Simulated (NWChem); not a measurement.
Species: GeF3, doublet; SMILES [F][Ge]([F])[F]

```xyz
4

F      1.1298     1.1298    -0.3561
Ge     0.0000     0.0000     0.3004
F     -1.5433     0.4135    -0.3561
F      0.4135    -1.5433    -0.3561
```
Atoms are numbered in this order, from 1.

All runs: NWChem. Pople sets run with spherical d functions. Spin-unrestricted. In the optimisation the excess spin sits in a (C3, its own frame). Structure relaxed at the PBE0/def2-SVP, spin-unrestricted level. No stability test was run on the SCF state.

Predict the results for HCTH/407/6-31G*. Quantities: highest occupied level (eV); lowest empty minus highest occupied level, either spin (eV); dipole (D); <S²>.


```yaml
highest occupied level (eV): -7.28
lowest empty minus highest occupied level, either spin (eV): 1.52
dipole (D): 1.82
"<S²>": 0.753
```
